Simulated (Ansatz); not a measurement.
Geometry optimisation, RKS BHLYP-D4/6-31G* in Ansatz 0.2.0.

The input (input.yaml):

```yaml
crystal:
  periodic: [false, false, false]
  atoms:
    - { symbol: B, position_ang: [0.0, 0.0, 0.0] }
    - { symbol: O, position_ang: [0.0, 0.0, 1.41] }
    - { symbol: H, position_ang: [-0.9095, -0.2814, 1.7471] }
    - { symbol: C, position_ang: [1.3856, 0.0, -0.8] }
    - { symbol: H, position_ang: [1.7152, -1.0462, -0.9702] }
    - { symbol: H, position_ang: [1.2491, 0.508, -1.7774] }
    - { symbol: H, position_ang: [2.1552, 0.5381, -0.2082] }
    - { symbol: O, position_ang: [-1.2211, 0.0, -0.705] }
    - { symbol: H, position_ang: [-1.7308, -0.8467, -0.4965] }
basis:
  gaussian: { orbitals: "6-31G*" }
hamiltonian:
  xc: { name: BHLYP }
  dispersion: d4
relax:
  f_tol: 0.02
  max_steps: 40
```

Run as:

```bash
$ ansatz run input.yaml --threads 1 --pin off --max-ram 2048MiB --backend cpu --events-out ev --progress --plain --runs-dir out
```

Task: Where does it end, and by what steps?

Result: It converged. After 7 steps the energy has fallen by 0.591 eV; H9 moved furthest, 0.47 Å.

```csv
step,energy less start (eV),largest force component (eV/Å),accepted
0,0.0000,2.441,yes
1,-0.2384,3.088,yes
2,-0.3830,2.138,yes
3,-0.5669,0.510,yes
4,-0.5880,0.151,yes
5,-0.5903,0.077,yes
6,-0.5907,0.029,yes
7,-0.5907,0.003,yes
```

```xyz
9
Properties=species:S:1:pos:R:3
B 0.007 -0.144 -0.047
O -0.013 -0.117 1.317
H -0.872 -0.252 1.714
C 1.381 0.029 -0.782
H 1.827 -0.950 -0.961
H 1.262 0.505 -1.751
H 2.089 0.600 -0.188
O -1.114 -0.337 -0.799
H -1.922 -0.462 -0.303
```

Whether the end is a true minimum wasn't checked by a vibrational analysis.

The run took 22 s on 1 thread of Arm Neoverse V1, with other jobs on the host, peak memory 0.14 GiB.
